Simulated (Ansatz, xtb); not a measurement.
**Two conformers of H4Se3Si**

Structure X: `[SeH][SiH]([SeH])[SeH]`, a singlet. Structure Y: `[SeH][SiH]([SeH])[SeH]`, a singlet. Both are isolated molecules in the gas phase, relaxed with PBE0-D4/def2-SVP.

X (Å):

```yaml
atoms:
  - { symbol: Se, position_ang: [-1.5261, 1.1010, -1.2130] }
  - { symbol: Se, position_ang: [2.0116, 0.0802, -1.0265] }
  - { symbol: Se, position_ang: [-0.6204, -2.1432, 0.2856] }
  - { symbol: Si, position_ang: [0.0187, 0.0326, 0.0750] }
  - { symbol: H, position_ang: [-0.9592, 2.4322, -0.9296] }
  - { symbol: H, position_ang: [0.1360, 0.6830, 1.4123] }
  - { symbol: H, position_ang: [2.7584, -0.4300, 0.1379] }
  - { symbol: H, position_ang: [-1.7268, -1.8128, 1.2024] }
```

Y (Å):

```yaml
atoms:
  - { symbol: Se, position_ang: [-1.5892, 0.7405, -0.3799] }
  - { symbol: Se, position_ang: [1.3228, 1.4733, -2.7049] }
  - { symbol: Se, position_ang: [-0.7550, -1.2521, -3.5870] }
  - { symbol: Si, position_ang: [0.0091, -0.1319, -1.7536] }
  - { symbol: H, position_ang: [-2.1977, 1.5222, -1.4680] }
  - { symbol: H, position_ang: [0.7479, -1.0634, -0.8539] }
  - { symbol: H, position_ang: [1.1850, 2.3632, -1.5412] }
  - { symbol: H, position_ang: [-1.1274, -2.4326, -2.7897] }
```

Which of the two would you expect CCSD(T)/def2-SVP + ΔMP2/def2-TZVPP electronic energies to favour?

CCSD(T)/def2-SVP + ΔMP2/def2-TZVPP gives E(Y) − E(X) = +0.01 kcal/mol, slightly favouring structure X, which is too small a margin to settle the true order.

How the difference moves with the method:

```csv
level,geometry,E(Y) − E(X) (kcal/mol),departure from the last row (kcal/mol),"job, with rough time for the two"
PBE0-D4/def2-SVP,PBE0-D4/def2-SVP,−0.34,−0.35,"optimisation, 4.2 min"
HF/def2-SVP,PBE0-D4/def2-SVP,+0.18,+0.17,part of the CCSD(T) run
MP2/def2-SVP,PBE0-D4/def2-SVP,−0.57,−0.58,part of the CCSD(T) run
CCSD(T)/def2-SVP,PBE0-D4/def2-SVP,−0.46,−0.47,single point
CCSD(T)/def2-SVP + ΔMP2/def2-TZVPP,PBE0-D4/def2-SVP,+0.01,,"single point, 1.7 min"
```

The largest departure from CCSD(T)/def2-SVP + ΔMP2/def2-TZVPP is that of MP2/def2-SVP, 0.58 kcal/mol. Levels run at GFN2-xTB geometries aren't shown. The last row adds to CCSD(T) the change of the MP2 difference between the two basis sets, here +0.47 kcal/mol.

With thermal terms from frequencies at re-optimised GFN2-xTB minima (ideal gas, soft modes damped towards free rotors, one conformer each, 298.15 K, 1 atm): on the last row, ΔE + ΔZPE = +0.12, ΔH = +0.01, ΔG = −0.22 kcal/mol.

The correlated steps freeze 32 core orbitals; the filled d shell of Se is correlated, in a basis made for valence electrons. Programs: Ansatz 0.2.0, xtb 6.7.1; the last row on 2 threads of Arm Neoverse V2 on a shared host.
